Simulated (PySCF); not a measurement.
CHN, charge -1, doublet, at a GFN2-xTB geometry (a state made from the parent by changing its charge; the spin is typed, not shown lowest), with bond 2-1 at 2.0 times its length. Base run: HF/6-311G** (PySCF).

The PySCF input:
```python
from pyscf import gto, scf

mol = gto.Mole()
mol.atom = '''
    C    -0.47037547    0.30848606   -0.07955998
    N     1.71169591   -0.75334522    0.21867196
    H    -1.52236873   -0.29390926   -0.00953208
'''
mol.basis = '6-311g**'
mol.charge = -1
mol.spin = 1
mol.verbose = 4
mol.build()

mf = scf.UHF(mol)
mf.kernel()
mf.analyze()
```

Variants of this job, named by their change:

| change | ΔE vs base (mEh) | SCF cycles | <S^2> | outcome |
|---|---|---|---|---|
| base | 0.000 | 23 | 0.766 | converged |
| solver = newton; init_guess = 1e | -96.582 | - | 2.576 | another SCF solution |
| level_shift = 0.1 (with mf.max_cycle = 100) | 26.132 | 49 | 1.083 | another SCF solution |
| diis = off; damp = 0.6 (with mf.diis_start_cycle = 200; with mf.max_cycle = 150) | -151.4 | 99 | 2.623 | another SCF solution |
| diis = off; damp = 0.3 (with mf.diis_start_cycle = 200; with mf.max_cycle = 150) | - | 150 | - | not converged |
| conv_tol = 1e-11 | 0.000 | 35 | 0.766 | converged |
| DIIS = ADIIS | - | 50 | - | not converged |
| level_shift = 0.5 (with mf.max_cycle = 100) | 0.000 | 90 | 0.766 | converged |
| conv_tol_grad = 1e-7 | - | 50 | - | not converged |
| diis_space = 2 | - | 50 | - | not converged |
| solver = newton | -151.4 | - | 2.623 | another SCF solution |
| diis = off (with mf.max_cycle = 100) | - | 100 | - | not converged |
| diis_space = 12 | 0.000 | 22 | 0.766 | converged |

A guess, shift, damping, solver or small numerical setting can't move a converged solution much, so rows marked as another SCF solution ended in a different state.

Open shells are given as the SCF converged; they aren't shown to be the lowest states, and a large step between rows can be another state.
